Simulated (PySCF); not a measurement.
Ga(Me)(Cl) (CH₃ClGa), SMILES [CH3][Ga+][Cl], charge +1.

Coordinates come from a ωB97X-D3(BJ)/def2-TZVP optimisation. The spin state was assumed, not searched. The isomer is the one that the SMILES or the coordinates give; other isomers of the formula were not compared.

These are C-PCM-ωB97X/def2-SVP (PySCF) values and carry that method's errors.

The values are the electrostatic part of the solvation free energy, E(continuum) − E(gas) at the gas-phase geometry, in a cavity of scaled van der Waals radii (PySCF's table); cavitation and dispersion terms are not included. A continuum can't describe solvent molecules that bind to the metal. In vacuum the orbital gap is 12.66 eV.

```tsv
solvent	ε	ΔG(elec) (kcal/mol)	gap (eV)
water	78.36	-66.7	13.11
acetone	20.49	-64.2	13.09
N,N-dimethylformamide	37.22	-65.7	13.10
```
